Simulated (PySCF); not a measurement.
A PySCF script (with the pyscf-properties extension) for the NMR shieldings of `ClC(Cl)(Cl)[SiH]1N[SiH2]N1`, CH5Cl3N2Si2, on a PBE0-D3(BJ)/def2-SVP geometry:

```python
import basis_set_exchange as bse
import numpy as np
from pyscf import gto, dft
from pyscf.prop import nmr

atoms = """
Cl    2.942053   -0.759918   -1.112389
C     1.963101    0.264801   -0.026279
Cl    1.983087   -0.398023    1.616482
Cl    2.605919    1.930229   -0.022941
Si    0.178896    0.326643   -0.732796
N    -0.966238    1.024970    0.360191
Si   -1.804109   -0.494003    0.605737
N    -0.677186   -1.165729   -0.555109
H     0.355792    0.916055   -2.087063
H    -1.036160    1.932282    0.795381
H    -3.238871   -0.511270    0.184916
H    -1.735294   -1.056470    1.988815
H    -0.552222   -2.084671   -0.951630
"""
names = dict.fromkeys(["Cl", "C", "Si", "N", "H"], "pcSseg-1")
basis = {el: gto.basis.parse(bse.get_basis(n, elements=[el], fmt="nwchem")) for el, n in names.items()}
mol = gto.M(atom=atoms, basis=basis, charge=0, verbose=0)
mf = dft.RKS(mol, xc="PBE0")
mf.grids.level = 2
mf.grids.alignment = dft.numint.BLKSIZE   # the property module wants whole blocks of grid points
mf.conv_tol = 1e-9
mf.kernel()

calc = nmr.RKS(mf)   # GIAO
C = mf.mo_coeff
Co = C[:, mf.mo_occ > 0]
resp = mf.gen_response(singlet=True, hermi=2)
def vind(x):   # induced exchange potential for any number of trial vectors
    d = np.einsum("pi,xij,qj->xpq", C, 2 * x.reshape(-1, C.shape[1], Co.shape[1]), Co, optimize=True)
    return np.einsum("xpq,pi,qj->xij", resp(d - d.transpose(0, 2, 1)), C, Co, optimize=True).ravel()
mo1, _ = nmr.rhf.solve_mo1(calc, with_cphf=vind)
sigma = calc.kernel(mo1)
for i, s in enumerate(sigma):   # ppm
    print("%2d %-2s %9.2f" % (i, mol.atom_pure_symbol(i), np.trace(s) / 3))
```

Task: What does it print?

Result: 
```
 0 Cl    564.66
 1 C      70.75
 2 Cl    570.60
 3 Cl    565.03
 4 Si    376.50
 5 N     243.23
 6 Si    368.40
 7 N     242.74
 8 H      26.02
 9 H      30.74
10 H      25.63
11 H      25.53
12 H      30.70
```

These numbers come from an equivalent density-fitted implementation of the same equations, which agrees with the script to about 0.01 ppm for H and up to a few tenths of a ppm for heavy atoms, so last digits may differ.

Size and cost of the density-fitted run: 196 basis functions, 74 s wall time on 1 thread of an Intel Xeon, shared host; peak memory 0.93 GiB.
